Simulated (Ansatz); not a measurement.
`B[SiH](F)F` + H₂ → `B[SiH2]F` + H–F at 500 K and 1 bar (hydrogenolysis of the Si–F bond).

Program: Ansatz. Geometries: PBE0-D4/def2-TZVP. ΔE: electronic, gas phase. CBS: MP2 limit from def2 TZ/QZ plus the TZ coupled-cluster correction, frozen cores. This one scheme is used for every species.

```csv
species,CCSD(T)/CBS energy (Eh),H − E (kJ/mol),S (J/(mol·K))
`B[SiH](F)F`,-515.35308,127.5,369.5
H₂,-1.17544,41.0,145.5
`B[SiH2]F`,-416.08532,136.3,334.6
H–F,-100.39570,39.4,188.7
```

H − E and S are ideal-gas, rigid-rotor, harmonic terms from PBE0-D4/def2-TZVP. The MP2-based limit puts H₂ 0.8 mEh under its directly extrapolated value; such offsets cancel only in part. 1 Eh = 2625.50 kJ/mol, R = 8.31446 J/(mol·K).

By hand: ΔE, ΔH, ΔS and ΔG.

ΔE = (-416.08532) + (-100.39570) − (-515.35308) − (-1.17544) = 0.04750 Eh = 124.7 kJ/mol. Δ(H − E) = 136.3 + 39.4 − 127.5 − 41.0 = 7.2, so ΔH = 131.9 kJ/mol. ΔS = 334.6 + 188.7 − 369.5 − 145.5 = 8.3 J/(mol·K). ΔG = 131.9 − 500 × (8.3)/1000 = 127.8 kJ/mol.

By hand: the equilibrium constant, and the temperature at which ΔG would vanish if ΔH and ΔS stayed fixed.

log₁₀ K = −ΔG/(RT ln 10) = -13.4. ΔG = 0 at ΔH/ΔS = 15892 K, far beyond where these terms or the molecules hold.

The number of gas molecules stays the same, so ΔS is small and ΔH decides. A doubt of 5 kJ/mol in ΔE shifts log₁₀ K by 0.5 here. Modes under 60 cm⁻¹, often nearly free rotors, make the harmonic entropy too high. These are equilibria of isolated gas molecules and say nothing of rates. Largest T1 diagnostic: 0.012 (customary marks: 0.02 for closed shells, 0.045 for open ones).
